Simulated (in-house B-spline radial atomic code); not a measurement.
**Response and correlation of Er³⁸⁺**

Closed shell [Ar] 3d10 4s2. Computed with a B-spline radial code for spherical atoms: Dirac-Hartree-Fock, relativistic RPA (time-dependent Dirac-Hartree-Fock) for the response and second-order many-body perturbation theory for correlation, no-pair Dirac-Coulomb Hamiltonian, finite nucleus.

Command:
```bash
python run_mb.py task.json out
```
Settings (nuclear radius in fm, box in bohr, cutoff in hartree):
```
basis_form          2
Z                   68
core_configuration  [Ar] 3d10 4s2
rms_radius          5.2516
mass_number         166
speed_of_light      137.036
box_radius          2.401
lmax                7
intervals           56
virtual_cutoff      115600.0
```

Time taken, with all properties: 5.2 s on 1 thread of Intel(R) Xeon(R) 6975P-C, on a shared host.

```csv
"multipole (bohr³, bohr⁵, bohr⁷)",uncoupled,coupled RPA
dipole,0.048946,0.052791
quadrupole,0.0039144,0.0042829
octupole,0.00063196,?
```

Q: What is the coupled octupole polarisability?

A: 0.00067429 atomic units, +7 % against the uncoupled value.

Q: Which subshells carry the dipole polarisability?

A: 4s1/2 97.0 %, 3d5/2 1.4 %, 3d3/2 0.9 %.

Q: What does the dipole shielding factor come to?

A: The dipole shielding factor is 0.441, against the exact N/Z = 30/68 = 0.441 of the non-relativistic theorem.

Dipole polarisability at imaginary frequency:

```json
{"u (Eh)": "0", "α(iu) (bohr³)": "0.05279"}
{"u (Eh)": "4.87", "α(iu) (bohr³)": "0.02684"}
{"u (Eh)": "12.2", "α(iu) (bohr³)": "0.01032"}
{"u (Eh)": "24.4", "α(iu) (bohr³)": "0.005161"}
{"u (Eh)": "36.5", "α(iu) (bohr³)": "0.003682"}
{"u (Eh)": "48.7", "α(iu) (bohr³)": "0.002875"}
{"u (Eh)": "73.1", "α(iu) (bohr³)": "0.001919"}
{"u (Eh)": "97.4", "α(iu) (bohr³)": "0.001362"}
{"u (Eh)": "122", "α(iu) (bohr³)": "0.001006"}
{"u (Eh)": "170", "α(iu) (bohr³)": "0.0006133"}
{"u (Eh)": "244", "α(iu) (bohr³)": "0.0003406"}
{"u (Eh)": "365", "α(iu) (bohr³)": "0.0001697"}
{"u (Eh)": "487", "α(iu) (bohr³)": "0.0001011"}
{"u (Eh)": "731", "α(iu) (bohr³)": "4.778e-05"}
{"u (Eh)": "1220", "α(iu) (bohr³)": "1.806e-05"}
{"u (Eh)": "2440", "α(iu) (bohr³)": "4.7e-06"}
```

Q: What dispersion coefficients follow for two such ions (the dispersion part alone)?

A: C6 = (3/π)∫α(iu)²du = 0.01134 hartree·bohr⁶ and C8 = 0.006759 hartree·bohr⁸.

Lowest J = 1 odd-parity excitations:

```tsv
energy (eV)	oscillator strength	leading channel	weight
76.62	0.12	4s1/2 → p1/2	0.979
152.21	1.06	4s1/2 → p3/2	0.977
774.95	0.178	4s1/2 → p1/2	0.999
805.31	0.226	4s1/2 → p3/2	0.999
1118.5	0.0562	4s1/2 → p1/2	0.999
1135	0.0819	4s1/2 → p3/2	0.999
1326.6	0.0118	4s1/2 → p1/2	0.967
1328.1	0.145	3d3/2 → p1/2	0.955
```

Second-order correlation energy by the highest angular momentum of the excited pair (hartree): s -0.02538, p -0.2577, d -0.5079, f -0.6321, g -0.1964, h -0.08463, i -0.03821, k -0.01935.

Q: What is the second-order correlation energy at the partial-wave limit?

A: The listed waves sum to -1.7617 hartree; extrapolating the increments as (l + 1/2)⁻⁴ gives -1.8012 hartree, -1.63 eV per electron.
